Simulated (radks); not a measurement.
Values are calculated unless marked as measured or tabulated.
Spherical quantum dot in the effective-mass picture: electrons in a hard-walled sphere of radius 3.8, all in effective atomic units (hartree* = m*/eps^2 hartree, bohr* = eps/m* bohr), one dielectric constant everywhere. Level of theory: non-relativistic Kohn-Sham, PBE, spin-polarised, spherical densities (a radial shooting solver with Libxc functionals). Levels are named by radial order and angular momentum (1s, 1p, 1d, 2s, ...), and open shells are averaged over m. Results are scaled to m* = 0.199 and eps = 7.5, for which hartree* = 96.27 meV and bohr* = 1.994 nm. Each electron was tried in the lowest free levels, single moves between levels near the top were tried too, and the lowest total energy was kept; such a search can miss a lower state. At N = 1 the Hartree and exchange-correlation terms need not cancel, so that row can carry a self-interaction error.

\begin{tabular}{lrrrrr}
N & open shells & 2S & mu = E(N) - E(N-1) (meV) & addition energy mu(N+1) - mu(N) (meV) & e(HOMO) (meV) \\ \hline
1 & 1s(up 1, down 0) & 1 & 32.836 & 40.44 & 48.616 \\
2 & none & 0 & 73.277 & 60.81 & 88.859 \\
3 & 1p(up 1, down 0) & 1 & 134.09 & 31.34 & 149.52 \\
4 & 1p(up 2, down 0) & 2 & 165.43 & 32.17 & 181.45 \\
5 & 1p(up 3, down 0) & 3 & 197.60 & 41.25 & 213.76 \\
6 & 1p(up 3, down 1) & 2 & 238.84 & 30.38 & 253.81 \\
7 & 1p(up 3, down 2) & 1 & 269.22 & 31.20 & 284.75 \\
8 & none & 0 & 300.42 & 66.10 & 316.13 \\
9 & 1d(up 1, down 0) & 1 & 366.52 & 30.40 & 381.68 \\
10 & 1d(up 2, down 0) & 2 & 396.91 & 30.57 & 412.18 \\
11 & 1d(up 3, down 0) & 3 & 427.49 & 30.66 & 442.81 \\
12 & 1d(up 4, down 0) & 4 & 458.15 & 30.70 & 473.49 \\
13 & 1d(up 5, down 0) & 5 & 488.85 & 39.06 & 504.20 \\
14 & 1d(up 5, down 1) & 4 & 527.91 & 29.86 & 542.80 \\
15 & 1d(up 5, down 2) & 3 & 557.77 & 30.05 & 572.77 \\
16 & 1d(up 5, down 3) & 2 & 587.82 & 30.16 & 602.89 \\
17 & 1d(up 5, down 4) & 1 & 617.98 & 30.22 & 633.08 \\
18 & none & 0 & 648.20 & 72.03 & 663.32 \\
19 & 1f(up 1, down 0) & 1 & 720.23 & 29.69 & 735.06 \\
20 & 1f(up 2, down 0) & 2 & 749.92 & 29.74 & 764.78 \\
21 & 1f(up 3, down 0) & 3 & 779.65 & 29.77 & 794.53 \\
22 & 1f(up 4, down 0) & 4 & 809.42 & 29.78 & 824.31 \\
23 & 1f(up 5, down 0) & 5 & 839.20 & 29.79 & 854.10 \\
24 & 1f(up 6, down 0) & 6 & 868.99 & 29.79 & 883.89 \\
25 & 1f(up 7, down 0) & 7 & 898.79 & 37.69 & 913.68 \\
26 & 1f(up 7, down 1) & 6 & 936.48 & - & 951.14 \\
\end{tabular}

All shells are closed at N = 2, 8, 18 (there: 1s2 1p6 1d10); the second difference of the energy has clear peaks (12 % above both neighbours; the first and last values, which can be the largest, are not judged, and half-filled shells can peak too) at N = 2, 5, 8, 13, 18.
